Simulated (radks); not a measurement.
Question: Isoelectronic series with 2 electrons, all held in the configuration [He], which need not be the ground one along the series. Calculated with a radial shooting solver on a logarithmic mesh with Libxc functionals: scalar-relativistic Kohn-Sham, PBE, spin-polarised, spherical densities, finite nucleus; Fermi nuclear charge, rms radius of each element as measured or else 0.836 A^(1/3) + 0.57 fm. Total energies (hartree) and orbital eigenvalues (eV):

ion,E (hartree),1s
He,-2.89307,-15.7638
Ne8+,-93.91468,-1136.141
Ar16+,-314.03075,-4011.842
Fe24+,-665.57267,-8673.637
Se32+,-1152.36232,-15172.48
Mo40+,-1779.93100,-23582.44
Ce56+,-3490.2170,-46576.15

Estimate the row of Sn48+.

Answer: E (hartree) -2555.84837; 1s -34005.09.
